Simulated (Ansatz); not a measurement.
`BC[SiH2][NH][AlH2]` + `N[CH](F)[GeH3]` → `[AlH2][NH][SiH2][GeH3]` + `BCC(N)F`  (redistribution)

Computed with Ansatz on PBE0-D4/def2-TZVP structures; ΔE is electronic, products minus reactants. CCSD(T)/CBS is the MP2 limit (def2-TZVPP, def2-QZVPP) plus CCSD(T) − MP2 in def2-TZVPP, frozen cores. Functionals use def2-TZVPP. For Ge outer-core shells are correlated without core-valence functions, which leaves a few kJ/mol of doubt a bond. Scalar relativity is left out up to krypton. Each species was taken in one conformer, which may not be the lowest.

| species | ωB97M-V energy (Eh) |
| --- | --- |
| `BC[SiH2][NH][AlH2]` | -655.03655 |
| `N[CH](F)[GeH3]` | -2273.18942 |
| `[AlH2][NH][SiH2][GeH3]` | -2668.37471 |
| `BCC(N)F` | -259.85144 |

(1) Work out ΔE.

Largest T1 diagnostic among the species: 0.012.

Results:

(1) ΔE = (-2668.37471) + (-259.85144) − (-655.03655) − (-2273.18942) = -0.00018 Eh = -0.1 kcal/mol. CCSD(T)/CBS gives -0.6 kcal/mol.

In def2-TZVPP, CCSD(T) changes the Hartree–Fock value by +2.3 kcal/mol (the triples alone add +0.5 kcal/mol) and MP2 by +3.7 kcal/mol.
